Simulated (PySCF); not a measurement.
**Heteronuclear NMR**

Geometry (Å), atoms numbered from 1 in this order:
```xyz
18

C    -3.0835    0.1857   -1.0709
C    -2.3092    0.3024   -0.0098
C    -1.5004   -0.8241    0.5660
N    -0.1068   -0.4653    0.6329
C     0.7212   -0.1629   -0.3855
C     1.9170    0.1320    0.2402
C     3.2069    0.5478   -0.3716
F     3.1920    0.3536   -1.7051
F     3.4691    1.8523   -0.1881
F     4.2576   -0.1281    0.1027
N     1.7375   -0.0044    1.5718
N     0.5344   -0.3576    1.7878
H    -3.1910   -0.7487   -1.5974
H    -3.6526    1.0153   -1.4517
H    -2.2098    1.2449    0.5104
H    -1.6159   -1.7297   -0.0369
H    -1.8087   -1.0314    1.5949
H     0.4336   -0.1757   -1.4148
```

Level of theory: shieldings: GIAO PBE0/pcSseg-1, coordinates at the GFN2-xTB level, in PySCF 2.14.0 with density-fitted response routines (averaged over atoms made equivalent by symmetry, fast rotation or ring inversion, no solvent model, relativity neglected, one computed conformer).

Question: What are the $^{19}$F shifts?

Answer: 
```json
{"atoms": "F8/F9/F10", "environment": "fluorine of a CF3 group", "σ (ppm)": "247.4", "δ (ppm)": "-62.5"}
```

Shieldings were converted by a linear fit to measured shifts: $^{19}$F (scatter 6.0 ppm rms, 7.0 ppm with the 5 outliers that the fit left out vs CFCl3, solution or neat liquid, with a term for F on sp3 carbon). A few per cent of atoms miss by over 2 rms, more outside the fitted compound classes.

On a 400 MHz spectrometer $^{19}$F resonates near 376.4 MHz, so 1 ppm is 376.4 Hz.

Question: Where does $^{15}$N resonate?

Answer: 
```json
{"atoms": "N12", "environment": "pyridine-type nitrogen of an azole", "σ (ppm)": "-137.1", "δ (ppm)": "-21.7"}
{"atoms": "N11", "environment": "pyridine-type nitrogen of an azole", "σ (ppm)": "-117.2", "δ (ppm)": "-40.1"}
{"atoms": "N4", "environment": "pyrrole-type ring nitrogen", "σ (ppm)": "-3.5", "δ (ppm)": "-144.8"}
```

Shieldings were converted by a linear fit to measured shifts: $^{15}$N (scatter 6.3 ppm rms vs CH3NO2, solution or neat liquid). Occasional misses reach two or three times the rms, and more in compound classes unlike the fitted ones.

On a 300 MHz spectrometer $^{15}$N resonates near 30.4 MHz, so 1 ppm is 30.4 Hz.
